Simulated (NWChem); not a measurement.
Molecule: C$_{2}$H$_{3}$ClOSi; SMILES C1=CO[Si@H]1Cl

```xyz
8

Cl    -0.0353     1.8679    -0.2690
Si    -0.0790    -0.0123     0.5779
C     -1.0874    -1.3466    -0.1764
C      0.1142    -1.8937    -0.4547
O      1.1524    -1.0536    -0.0436
H      0.0165     0.1743     2.0405
H     -2.0766    -1.7384    -0.3558
H      0.4176    -2.8332    -0.9131
```
Atoms are numbered in this order, from 1.

Level: B3LYP/6-31G* (spherical d) (NWChem), optimised geometry, unscaled harmonic frequencies. 

```csv
frequency (cm⁻¹),IR intensity (km/mol)
155,1.2
194,2.5
387,15.8
533,106.7
653,50.8
662,46.5
702,34.2
735,25.8
856,208.4
900,36.7
955,23.2
1033,91.8
1119,81.1
1294,6.5
1565,71.1
2305,130.3
3201,15.0
3301,0.9
```

| Quantity | Value |
|---|---|
| zero-point energy | 29.4 kcal/mol |
| thermal correction to the enthalpy at 298.15 K (with zero-point energy) | 33.3 kcal/mol |
| heat capacity Cv | 18.1 cal/(mol K) |
| entropy at 298.15 K and 1 atm (symmetry number 1) | 74.7 cal/(mol K) |
| dipole moment | 2.16 D |

Rigid rotor and harmonic oscillator.
